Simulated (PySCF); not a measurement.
**Two-dimensional NMR puzzle**

Compound of formula C6H7NO. Correlations simulated from computed shifts and couplings:

HSQC (one-bond C–H):
```
  δH     δC  $^{1}J$(C,H) (Hz)
8.44  144.0                190
7.43  131.8                169
7.30  129.9                171
6.98  124.4                172
2.53   21.7                136
```

COSY cross peaks (|J| ≥ 2 Hz):
```
  δH    δH  abs. J (Hz)  bonds
8.44  7.30          7.8      3
7.43  6.98          8.5      3
7.30  6.98          8.5      3
```

HMBC (two and three bonds, |J| ≥ 2.5 Hz):
```
  δH                      δC [abs. J in Hz]
8.44  154.9 [4.6], 129.9 [3.7], 124.4 [7.9]
7.43   154.9 [4.1], 129.9 [9.6], 21.7 [4.0]
7.30               144.0 [5.2], 131.8 [9.2]
6.98               154.9 [8.2], 144.0 [8.2]
2.53               154.9 [6.1], 131.8 [4.5]
```

Carbons without hydrogens: δ 154.9.

[PySCF: geometry from GFN2-xTB; shielding tensors at PBE0/pcSseg-1 (GIAO); B3LYP/pcJ-1 coupling constants (spin–dipole term only in couplings to heteroatoms); non-relativistic; fast rotation and ring inversion assumed for equivalent nuclei; isolated molecule; one computed conformer]

Chemical shifts δ = σref − σ; $^{1}$H (σref 31.72) and $^{13}$C (σref 186.93) vs TMS, all at this level.

Exchangeable hydrogens are left out of these lists, and C,H couplings along chains are those of one rotamer, so weak HMBC peaks may be missing or extra.

Which molecule is this?

Answers

SMILES Cc1cccc[n+]1[O-].

Numbering as in the mapped SMILES `[CH3:1][c:2]1[cH:3][cH:4][cH:5][cH:6][n+:7]1[O-:8]`; H(Xn) means a hydrogen on atom n.

- δC 154.9 is C2, a substituted aromatic carbon next to a ring nitrogen.
- δC 144.0 is C6, an aromatic CH next to a ring nitrogen (δH 8.44).
- δC 131.8 is C3, an aromatic CH (δH 7.43).
- δC 129.9 is C5, an aromatic CH (δH 7.30).
- δC 124.4 is C4, an aromatic CH (δH 6.98).
- δC 21.7 is C1, a methyl carbon on an aromatic ring (δH 2.53).
- HMBC from δH 8.44 reaches the proton-free carbon C2.
- HMBC from δH 7.43 reaches the proton-free carbon C2.
- HMBC from δH 6.98 reaches the proton-free carbon C2.
- HMBC from δH 2.53 reaches the proton-free carbon C2.
- COSY links 8.44–7.30, 7.43–6.98, 7.30–6.98.

This is the structure that produced the data.

Unscaled 3J(H,H) at this level run about 10 % above measured values. Shifts are as computed. Against solution values, carbons near 30 ppm lie about +3 ppm off and those near 130 ppm about +5 ppm. Of 1211 compounds with measured shifts, 218 miss one by over three times the rms of a fit or turn the order of signals round; such compounds aren't used in these exercises.
